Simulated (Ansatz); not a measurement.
`[SiH3]NCBCl`. The species carries charge 0 and has multiplicity 1. The structure was optimised at the PBE0-D4/def2-TZVP level. It is one conformer, not always the lowest.

```xyz
12

Si    0.640    0.423    1.586
N    -0.198    0.956    0.179
C    -0.791    0.013   -0.754
B     0.221   -0.934   -1.470
Cl   -0.384   -2.347   -2.302
H     1.628   -0.604    1.162
H     1.312    1.598    2.196
H    -0.224   -0.212    2.629
H    -0.731    1.807    0.274
H    -1.216    0.567   -1.610
H    -1.646   -0.549   -0.347
H     1.389   -0.717   -1.544
```

(1) What is the dipole moment at PBE/def2-TZVPP? (Estimate.)

(2) And with r2SCAN, B3LYP, ωB97M-V? (Estimate.)

(3) Give the Mulliken charges with PBE, ωB97M-V, B3LYP in def2-TZVPP. (Best estimate.)

## Answers

(1) Computed: 1.70 D, with components (-1.11, 1.29, 0.02) D in this frame, pointing from negative to positive charge.

(2) The calculation gave: r2SCAN 1.75 D, B3LYP 1.69 D, ωB97M-V 1.70 D.

(3) The calculation gave: 
```tsv
atom	PBE	ωB97M-V	B3LYP
Si1	0.26	0.24	0.34
N2	-0.25	-0.29	-0.30
C3	-0.11	-0.13	-0.08
B4	0.06	-0.01	0.07
Cl5	-0.12	-0.11	-0.14
H6	-0.06	-0.04	-0.07
H7	-0.06	-0.03	-0.07
H8	-0.08	-0.05	-0.09
H9	0.13	0.09	0.11
H10	0.09	0.11	0.08
H11	0.10	0.13	0.11
H12	0.03	0.09	0.05
```

B3LYP here is the variant with VWN-RPA as its local correlation; programs differ in this.
